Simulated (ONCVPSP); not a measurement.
# Logarithmic derivatives: antimony (Sb), ONCV

ONCVPSP 4.0.1 input, shortened (lines: element, Z, core and valence counts, functional; n l f; lmax; l rc ep ncon nbas qcut; lloc lpopt rc5 dvloc0; l nproj debl; icmod fcfact rcfact), PBE, fully relativistic:

```
  Sb 51.00    6    5        4      upf
    1    0    2.00
    2    0    2.00
    2    1    6.00
    3    0    2.00
    3    1    6.00
    3    2   10.00
    4    0    2.00
    4    1    6.00
    4    2   10.00
    5    0    2.00
    5    1    2.00
    2
    0    1.45    0.00    4    8   10.30
    1    1.40    0.00    5    9   11.90
    2    1.35    0.00    4    9    9.30
    4    5    1.10    2.00
    0    2    1.00
    1    2    1.80
    2    3    1.00
    3    5.75    1.20
```

Open shells are filled in proportion to 2j + 1.

In the d channel the program set the typed energies aside and used -1.524, 0.250, 1.250 Ha (j = l + 1/2; the other j can differ).

The phase is arctan(r·R′/R) of the radial function R(r), unwrapped; energies in Ha, scanned from -7 to 5 Ha. A pole is an energy at which the radial function vanishes at the test radius. The pseudo phase is shifted by a multiple of π to meet the all-electron one at the reference energy, and phase errors are pseudo minus all-electron; the curves can meet again beyond the range given. Levels narrower than the energy grid can be missing from the lists of poles.

```tsv
channel	radius (bohr)	reference energy (Ha)	poles, all-electron	poles, pseudo	unbroken range about the reference energy with phases within 0.05 rad	phase error 1 Ha above the reference energy (rad)
s	1.47	-0.76	-5.50	-5.50	the whole range	-0.000
p3/2	1.42	-0.43	-3.37	-3.37	the whole range	-0.000
p1/2	1.42	-0.46	-3.78	-3.78	the whole range	-0.000
d5/2	1.37	-1.52	-0.28	-0.28	the whole range	-0.000
d3/2	1.37	-1.57	-0.37	-0.37	the whole range	-0.000
```

Note: ghosts flagged at negative energy: d5/2 at -612694.9 eV, d3/2 at -649.7 eV; GHOST(+) flags only above 600 eV. A true bound ghost makes a file unfit for plane-wave use.

Phases in the s channel:

```csv
E (Ha),all-electron,pseudo
-6.96,1.127,1.127
-6.64,0.990,0.990
-6.32,0.538,0.539
-6.00,-0.926,-0.926
-5.68,-1.466,-1.466
-5.36,-1.621,-1.621
-5.04,-1.698,-1.698
-4.72,-1.748,-1.748
-4.40,-1.786,-1.786
-4.08,-1.821,-1.821
-3.76,-1.854,-1.854
-3.44,-1.888,-1.888
-3.12,-1.925,-1.925
-2.80,-1.968,-1.968
-2.48,-2.018,-2.018
-2.16,-2.080,-2.080
-1.84,-2.158,-2.158
-1.52,-2.261,-2.261
-1.20,-2.401,-2.401
-0.88,-2.596,-2.596
-0.56,-2.859,-2.859
-0.24,-3.184,-3.184
0.08,-3.516,-3.516
0.40,-3.795,-3.795
0.72,-4.003,-4.003
1.04,-4.152,-4.153
1.36,-4.261,-4.262
1.68,-4.343,-4.343
2.00,-4.406,-4.406
2.32,-4.455,-4.456
2.64,-4.496,-4.496
2.96,-4.529,-4.530
3.28,-4.557,-4.559
3.60,-4.582,-4.583
3.92,-4.603,-4.605
4.24,-4.622,-4.624
4.56,-4.639,-4.641
4.88,-4.655,-4.657
```
